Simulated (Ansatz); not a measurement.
Gas-phase electronic energies from Ansatz, PBE0-D4/def2-TZVP geometries. CCSD(T)/CBS adds triple-zeta CCSD(T) − MP2 to the extrapolated MP2 energy (def2 sets, frozen cores). This one scheme is used for every species, atoms too. For atomizations the MP2-based limit and the directly extrapolated one differ by several kJ/mol either way, and by 10 to 25 for some Ge, Se and Sn compounds, so smaller differences from it don't rank the levels. Functionals use def2-TZVPP. Open shells (•) are unrestricted, without spin–orbit coupling. Spin–orbit coupling would lower the free atoms: a little for C, Cl, S, Si. One conformer a species, not always the lowest.

`C[SiH2]S[SiH2]Cl` → C• + Cl• + 7 H• + S• + 2 Si•  (atomization)

`C[SiH2]S[SiH2]Cl`:

Cartesian coordinates in Å:
```
C 0.633 -1.715 -1.581
Si 0.441 -0.125 -0.633
S -1.153 -0.424 0.785
Si -1.055 1.445 1.770
Cl 0.516 1.559 3.090
H -0.293 -1.969 -2.102
H 1.428 -1.612 -2.324
H 0.891 -2.537 -0.911
H 0.081 1.005 -1.528
H 1.686 0.231 0.097
H -2.306 1.598 2.543
H -0.870 2.544 0.795
```

```tsv
level	ΔE (kcal/mol)
r2SCANh	952.5
CCSD/def2-TZVPP	917.3
SCS-MP2/def2-QZVPP	954.4
HF/CBS(def2)	725.6
```

Task: What does CCSD(T)/CBS give? (Estimate.)

Result: Ansatz gave: +956.1 kcal/mol. The listed levels differ from it by -3.6, -38.8, -1.7, -230.5 kcal/mol.

Largest T1 diagnostic among the species: 0.012.

From PBE to PBE0 (25 % exact exchange), in def2-TZVPP and without D4, ΔE moves by −3.0 kcal/mol: exact exchange takes away binding that semilocal exchange gives to molecules. At CCSD(T), def2-SVP lies −69.6 kcal/mol from the extrapolated value and def2-TZVPP −27.0 kcal/mol: correlation converges slowly with the basis, and small sets miss more of it in the bonded molecule than in its fragments.
